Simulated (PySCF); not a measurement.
# Cobalt: a sound run and one with changed settings

Sound run: Co⁺ [Ar] 3d8, Co²⁺ [Ar] 3d7. All numbers are calculated (PySCF 2.14, scalar relativity by spin-free X2C-1e, in Sapporo-DKH3-DZP-2012 (6s4p3d1f, 40 functions)). In the sound run the correlated levels freeze [Ar]. The sound run starts from symmetry-adapted Hartree-Fock orbitals and uses a fine grid where one is needed.

A second run was set up differently.

```tsv
species	method	sound run (hartree)	changed run (hartree)	converged
Co⁺	MP2	-1391.77759	-1392.05090	yes
Co²⁺	MP2	-1391.15961	-1391.40855	yes
```

Ionisation energy of Co⁺:

| method | sound run (eV) | changed run (eV) |
| --- | --- | --- |
| UHF | 14.293 | 14.293 |
| MP2 | 16.816 | 17.479 |
| SCS-MP2 | 16.658 | 17.148 |

What was changed?
A. basis contracted for another Hamiltonian
B. all electrons correlated in a valence basis
C. minimal basis
D. too few SCF iterations

B. A valence basis has no tight correlating functions, so it recovers only part of the core correlation, and not evenly between atom and ion.
